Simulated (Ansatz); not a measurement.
SnH2Me(NEt2) (C5H15NSn), relaxed as a singlet with RKS r2SCAN-D4/def2-SVP in Ansatz, starting from the GFN2-xTB geometry. Force threshold 0.02 eV/Å.

In the def2 sets Sn takes a core potential; there is no spin–orbit coupling.

Start:

Cartesian coordinates in Å:
```
Sn -0.9314 -1.6778 -0.0389
H -0.3397 -2.8019 1.0575
H -2.5740 -1.4819 0.2328
C -0.5480 -2.1991 -2.1260
H -0.7397 -1.3371 -2.7575
H -1.2004 -3.0088 -2.4285
H 0.4834 -2.5095 -2.2557
N -0.1852 0.0867 0.6259
C 1.1939 0.1726 1.0394
C 2.2094 0.1157 -0.0988
C -0.7261 1.3142 0.0831
C -1.2006 2.2493 1.1902
H 1.3890 -0.6529 1.7300
H 1.3238 1.1046 1.5954
H 2.1490 -0.8470 -0.6049
H 2.0183 0.9010 -0.8264
H 3.2165 0.2415 0.2898
H 0.0082 1.8284 -0.5481
H -1.5870 1.0743 -0.5484
H -1.9204 1.7306 1.8178
H -0.3683 2.5675 1.8124
H -1.6706 3.1297 0.7589
```

**Question.** Estimate the energy that the relaxation releases and the steps that it takes.

**Answer.** 12.7 kJ/mol, in 6 steps; 68 s on 4 threads of Intel Xeon on a shared host. No frequencies were taken in this run, so the end may be a saddle point.

**Question.** Does the start keep its bonding and symmetry?

**Answer.** By distances, no bond broke or formed. The bond that changes most is Sn1–H3, from 1.68 to 1.72 Å (atoms count from 1).

**Question.** Predict the relaxed structure.

**Answer.** 
```xyz
22

Sn   -0.9780   -1.7144   -0.0202
H    -0.3023   -2.8827    1.0426
H    -2.6786   -1.5545    0.1724
C    -0.5225   -2.1815   -2.0853
H    -0.7808   -1.3246   -2.7250
H    -1.1047   -3.0568   -2.4110
H     0.5488   -2.4009   -2.1986
N    -0.2014    0.0798    0.6031
C     1.1871    0.1500    1.0229
C     2.2172    0.1009   -0.1094
C    -0.7658    1.3183    0.0880
C    -1.1907    2.2856    1.1927
H     1.3910   -0.6746    1.7317
H     1.3384    1.0786    1.6081
H     2.1584   -0.8577   -0.6528
H     2.0513    0.9080   -0.8414
H     3.2451    0.2049    0.2764
H    -0.0611    1.8349   -0.6005
H    -1.6518    1.0856   -0.5316
H    -1.9545    1.8214    1.8360
H    -0.3395    2.5648    1.8339
H    -1.6055    3.2147    0.7680
```
Bond lengths: 2 × C–C 1.53 Å; 2 × C–N 1.45 to 1.46 Å; 1 × N–Sn 2.05 Å; 1 × C–Sn 2.17 Å; 13 × C–H 1.10 to 1.11 Å; 2 × H–Sn 1.72 Å.
